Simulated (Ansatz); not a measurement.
Start from `O[SiH2][O][GeH3]` and change one atom or group to get `O[SiH2]OP`.

Ansatz, PBE0-D4/def2-TZVP geometries, multiplicity 1. Each molecule was computed in one conformer, which needn't be the lowest.

Scalar relativity is left out up to krypton.

```json
{"property": "HOMO–LUMO gap (B3LYP/def2-TZVPP) / eV", "`O[SiH2][O][GeH3]`": "8.16"}
{"property": "HOMO–LUMO gap (PBE0/def2-TZVPP) / eV", "`O[SiH2][O][GeH3]`": "8.61"}
{"property": "size of the dipole moment (ωB97M-V/def2-TZVPP) / D", "`O[SiH2][O][GeH3]`": "1.40"}
{"property": "size of the dipole moment (B3LYP/def2-TZVPP) / D", "`O[SiH2][O][GeH3]`": "1.35"}
{"property": "LUMO energy (ωB97M-V/def2-TZVPP) / eV", "`O[SiH2][O][GeH3]`": "1.80"}
{"property": "LUMO energy (B3LYP/def2-TZVPP) / eV", "`O[SiH2][O][GeH3]`": "-0.18"}
```

**Question.** What does the change do to each property? (An estimate is asked.)

**Answer.** The calculation gave: 
```tsv
property	`O[SiH2]OP`	shift
HOMO–LUMO gap (B3LYP/def2-TZVPP) / eV	6.54	-1.62
HOMO–LUMO gap (PBE0/def2-TZVPP) / eV	6.96	-1.65
size of the dipole moment (ωB97M-V/def2-TZVPP) / D	1.36	-0.04
size of the dipole moment (B3LYP/def2-TZVPP) / D	1.32	-0.03
LUMO energy (ωB97M-V/def2-TZVPP) / eV	1.52	-0.28
LUMO energy (B3LYP/def2-TZVPP) / eV	-0.56	-0.38
```

With PBE0 the HOMO rises by 1.24 eV and the LUMO falls by 0.41 eV, so the gap narrows by about 1.65 eV. PBE moves the HOMO by 1.05 eV and ωB97M-V by 1.29 eV. The zero-point energy changes by -14.7 kJ/mol with -3 modes. Dipoles are sizes alone; their direction can turn.

B3LYP here is the variant with VWN-RPA as its local correlation; programs differ in this.
